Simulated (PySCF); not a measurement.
BBr2H2N. Atoms are numbered in the order given.

```xyz
6

B      0.0000     0.0000    -0.6449
Br     0.0000     1.6769     0.3227
Br     0.0000    -1.6769     0.3227
N      0.0000     0.0000    -2.0310
H      0.0000    -0.8554    -2.5746
H      0.0000     0.8554    -2.5746
```
Charge 0, spin multiplicity 1.

The structure is a stationary point at B3LYP-D3(BJ)/def2-SVP. The values are those of a single conformer.

All values below come from PySCF with PBE/def2-TZVP.

ESP charges are fitted to the potential on shells at 1.4 to 2.0 van der Waals radii. Atomic charges (e):

```csv
atom,meta-Löwdin,ESP fit,Löwdin
B1,0.07,0.08,-1.42
Br2,-0.08,-0.07,0.48
Br3,-0.08,-0.07,0.48
N4,-0.42,-0.61,0.07
H5,0.26,0.34,0.19
H6,0.26,0.34,0.19
```

Computed Mayer and Wiberg (Löwdin basis) orders of the bonds:
```tsv
bond	Mayer	Wiberg
B1–Br2	1.24	2.01
B1–Br3	1.24	2.01
B1–N4	1.48	1.94
N4–H5	0.90	0.88
N4–H6	0.90	0.88
```
